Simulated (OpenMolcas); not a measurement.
An atom or ion with 80 electrons was computed by SS-CASPT2, IPEA 0.25 Eh, imaginary shift 0.1 Eh with spin-orbit coupling (OpenMolcas, ANO-RCC-VTZP, DKH2). The lowest levels that the run gave, each within 12 % of the measured value where one is at hand:

| J | Parity | E (cm⁻¹) | g |
| --- | --- | --- | --- |
| 0 | even | 0.0 |  |
| 0 | odd | 37922 |  |
| 1 | odd | 39486 | 1.495 |
| 2 | odd | 43205 | 1.501 |
| 1 | odd | 54377 | 1.007 |

Problem. Which ion is it, and what are the configurations and terms?

Solution. Hg (Z = 80, neutral; active space 2 electrons in 4 orbitals (6s 6p)). J, parity and g give the terms where levels are pure, and mixed ones are named by the computed weights; the size of the splittings, set against known spectra of the 80-electron sequence, gives the charge. In order, with the measured energies in cm⁻¹ (NIST Handbook of Basic Atomic Spectroscopic Data): 6s² ¹S₀, 6s 6p ³P°₀ (37645), 6s 6p ³P°₁ (39412), 6s 6p ³P°₂ (44043), 6s 6p ¹P°₁ (54069).

Some high roots are left out of the spin-orbit mixing, which shifts the levels that they would mix with. Spin-orbit splittings of 6p shells tend to come out small when the coupling is added on scalar orbitals. Measured partners are found by configuration, term and J. A level has none where our copy of the source lacks it or the pairing is in doubt (some pairs that miss far off the trend of their configuration count as doubtful), and it then counts in no deviation. Only configurations of the active space appear.

° marks odd parity.
